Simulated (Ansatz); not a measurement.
This geometry of C2H10SSi2 (15 atoms, charge 0, multiplicity 1) is a first-order saddle point.

Computed with Ansatz, RKS PBE/def2-SVP.

```xyz
15
Properties=species:S:1:pos:R:3
C -1.518 0.535 2.242
S 0.248 0.494 1.711
Si 0.078 0.256 -0.434
C -0.624 -1.430 -0.943
Si 2.275 0.567 -1.232
H -1.735 1.518 2.703
H -1.689 -0.264 2.989
H -2.210 0.381 1.392
H -0.821 1.336 -0.991
H -0.695 -1.500 -2.048
H 0.022 -2.252 -0.575
H -1.642 -1.577 -0.526
H 2.779 1.948 -0.910
H 3.206 -0.446 -0.619
H 2.303 0.383 -2.729
```

Q: Which two structures does it join? (They come from a converged band through this point; their orientation in space is the band's.)

A: No bond is made or broken. The dihedral H8–C1–S2–Si3 goes from -59 to 65°. The two ends are copies of one structure, up to a mirror image or an exchange of like atoms.

Image 0:

```xyz
15
Properties=species:S:1:pos:R:3
C -1.526 0.786 2.135
S 0.231 0.821 1.593
Si 0.050 0.183 -0.470
C -0.511 -1.620 -0.643
Si 2.195 0.528 -1.386
H -1.540 1.151 3.180
H -1.943 -0.240 2.114
H -2.151 1.458 1.514
H -0.953 1.069 -1.174
H -0.594 -1.898 -1.715
H 0.210 -2.305 -0.155
H -1.506 -1.772 -0.175
H 2.581 1.981 -1.324
H 3.221 -0.279 -0.635
H 2.214 0.087 -2.828
```

Image 8:

```xyz
15
Properties=species:S:1:pos:R:3
C -1.500 0.459 2.248
S 0.265 0.455 1.729
Si 0.074 0.267 -0.422
C -0.625 -1.410 -0.963
Si 2.257 0.619 -1.242
H -2.060 1.283 1.764
H -1.504 0.620 3.343
H -1.994 -0.508 2.032
H -0.843 1.357 -0.932
H -0.706 -1.455 -2.069
H 0.028 -2.237 -0.621
H -1.639 -1.571 -0.543
H 2.749 1.997 -0.891
H 3.204 -0.399 -0.661
H 2.272 0.471 -2.743
```

Q: How far does it lie above each of them?

A: 0.038 eV above the first and 0.038 eV above the second. This is the barrier of this one path; another mechanism may lie lower.

The run took 45 s on 2 threads of AMD EPYC 9R45 96-Core Processor (Zen 5), with other jobs on the host, peak memory 0.2 GiB.
